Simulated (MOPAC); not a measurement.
MOPAC input (AM1):

```
AM1 PRECISE GNORM=0.05 LET XYZ UHF MS=0.5 GEO-OK AUX(PRECISION=9) THREADS=1
HOSe

Se   -0.21568477 1    0.07062466 1    0.20484246 1
H    -1.33018741 1    0.14921132 1   -0.80206186 1
O     1.08293369 1   -0.31880620 1   -0.77032271 1
```

From the last part of the output:

```
                                                       MOPAC v23.2.5 Linux

          FINAL HEAT OF FORMATION =          8.41238 KCAL/MOL =      35.19742 KJ/MOL

          COSMO AREA              =         73.31 SQUARE ANGSTROMS
          COSMO VOLUME            =         56.36 CUBIC ANGSTROMS

          GRADIENT NORM           =          0.00442          =       0.00255 PER ATOM
          IONIZATION POTENTIAL    =          7.637266 EV
          ALPHA SOMO LUMO (EV)    =         -7.637  0.791
          BETA  SOMO LUMO (EV)    =         -9.746 -0.422
          NO. OF ALPHA ELECTRONS  =          7
          NO. OF BETA  ELECTRONS  =          6
          MOLECULAR WEIGHT        =         95.9673         POINT GROUP:  Cs

          MOLECULAR DIMENSIONS (Angstroms)

            Atom       Atom       Distance
            O     3    H     2     2.36410
           Se     1    H     2     1.00547
            O     3   Se     1     0.00000

          SCF CALCULATIONS        =         10

   ATOM   CHEMICAL          X               Y               Z
  NUMBER   SYMBOL      (ANGSTROMS)     (ANGSTROMS)     (ANGSTROMS)

     1      Se         -0.23202292  *   0.07483733  *   0.21215725  *
     2       H         -1.22644240  *   0.13222082  *  -0.77811753  *
     3       O          1.09319035  *  -0.32390031  *  -0.79258251  *

                             CARTESIAN COORDINATES

   1   Se       -0.232022916     0.074837330     0.212157248
   2    H       -1.226442404     0.132220818    -0.778117530
   3    O        1.093190346    -0.323900312    -0.792582507

           Empirical Formula: H O Se  =     3 atoms

      MOLECULAR POINT GROUP   :   Cs

          ALPHA EIGENVALUES
 -33.07286 -20.27326 -13.89345 -12.87636 -12.02222 -10.25921  -7.63727   0.79141
   2.05016

           BETA EIGENVALUES
 -31.38739 -18.40548 -13.64711 -11.47106  -9.78947  -9.74573  -0.42211   1.00134
   2.64813

              NET ATOMIC CHARGES AND DIPOLE CONTRIBUTIONS

  ATOM NO.   TYPE          CHARGE      No. of ELECS.   s-Pop       p-Pop
    1         Se           0.765718        5.2343     1.92392     3.31036
    2          H          -0.195245        1.1952     1.19524
    3          O          -0.570473        6.5705     1.96743     4.60304
 DIPOLE           X         Y         Z       TOTAL
 POINT-CHG.    -2.699     1.039     3.682     4.682
 HYBRID        -0.037    -0.150    -1.133     1.144
 SUM           -2.736     0.889     2.548     3.843

          ATOMIC ORBITAL ELECTRON POPULATIONS

     Atom    s        px        py        pz
    1 Se   1.92392   0.90100   1.44055   0.96882
    2  H   1.19524
    3  O   1.96743   1.40868   1.50902   1.68534

                    (SZ)    =    0.500000
                    (S**2)  =    0.753554

          ATOMIC ORBITAL SPIN POPULATIONS

    Atom   Total    s     px     py     pz
         Atomic
    1 Se  0.5656  0.015  0.036  0.501  0.013
    2  H -0.0386 -0.039
    3  O  0.4730  0.004  0.012  0.443  0.013

 **********************
 *                    *
 * JOB ENDED NORMALLY *
 *                    *
 **********************

 == MOPAC DONE ==
```

The geometry given is a B3LYP-D3(BJ)/def2-TZVP minimum.
